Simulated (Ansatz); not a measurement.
Input file for Ansatz (a program for electronic structure): R-CCSD(T)/cc-pV(T+d)Z on FH3OSi (SMILES O[SiH2]F), a point of a torsion scan. Files ending in .json are basis or fitting sets from the Basis Set Exchange.

Ansatz 0.2 input:
```yaml
crystal:
  periodic: [false, false, false]
  atoms:
    - {symbol: O, position_ang: [1.14955344, -0.05079359, -0.44030367]}
    - {symbol: Si, position_ang: [-0.39890891, -0.11284611, 0.00441886]}
    - {symbol: F, position_ang: [-1.02423911, 1.36000052, -0.15420549]}
    - {symbol: H, position_ang: [1.87673010, 0.13797597, 0.14505851]}
    - {symbol: H, position_ang: [-0.58183585, -0.43990702, 1.40692013]}
    - {symbol: H, position_ang: [-1.03241296, -0.93795016, -0.99817466]}
basis:
  gaussian:
    orbitals: cc-pV_T+d_Z.json
magnetization: {spin_polarized: false}
correlation: {method: ccsd_t, electrons: outside_noble_gas}
scf: {lower_state_search: off}
```

It printed:

```
WARN ansatz: RAYON_NUM_THREADS=1 ignored (pool sized by the plan → 1); use --threads N
Functional definition: HF
these checks for a lower state are left out or cut short: stability, starts, cluster_reference, orbital_swaps, neighbouring_geometries, increment
integrals: 0.29 GiB planned
835 factors; integrals over basis functions are off by at most 1.1e-3 eV
mean field: 0.32 GiB planned
mean field evaluation 1: about -12655.3189 eV, gradient 4.1e1 eV
mean field evaluation 2: about -12655.4298 eV, gradient 4.1e1 eV
mean field evaluation 4: about -12658.3554 eV, gradient 2.2e0 eV
mean field evaluation 8: about -12658.3802 eV, gradient 1.3e-1 eV
mean field -12658.38028445 eV, -465.1868952954 hartree, gradient 2.2e-6 eV, S^2 0.000000; 0 other end points of the search recorded, 0 dependent functions left out
7 core orbitals not correlated
reference -12658.38028445 eV, -465.1868952954 hartree; 10, 10 occupied and 124, 124 virtual orbitals, 835 factors
second order -16.82828304 eV of doubles, -0.00000000 eV of singles
coupled cluster: 0.81 GiB planned
cycle   1  -16.83306768 eV  change   -4.8e-3 eV  update   8.1e-2
cycle   2  -17.19335476 eV  change   -3.6e-1 eV  update   2.3e-2
cycle   3  -17.27731078 eV  change   -8.4e-2 eV  update   1.2e-2
cycle   4  -17.26434083 eV  change    1.3e-2 eV  update   2.3e-3
cycle   5  -17.26384001 eV  change    5.0e-4 eV  update   1.1e-3
cycle   6  -17.26450204 eV  change   -6.6e-4 eV  update   3.0e-4
cycle   7  -17.26433483 eV  change    1.7e-4 eV  update   1.1e-4
cycle   8  -17.26429147 eV  change    4.3e-5 eV  update   2.9e-5
cycle   9  -17.26430093 eV  change   -9.5e-6 eV  update   1.0e-5
perturbative correction -0.51584269 eV, -0.0189568691 hartree
Total energy: -12676.16042807 eV, -465.8403035215 hartree
Checks for a lower state left out: stability, starts, cluster_reference, orbital_swaps, neighbouring_geometries, increment
```

The run converged.

Cost: roughly 12 core-seconds.
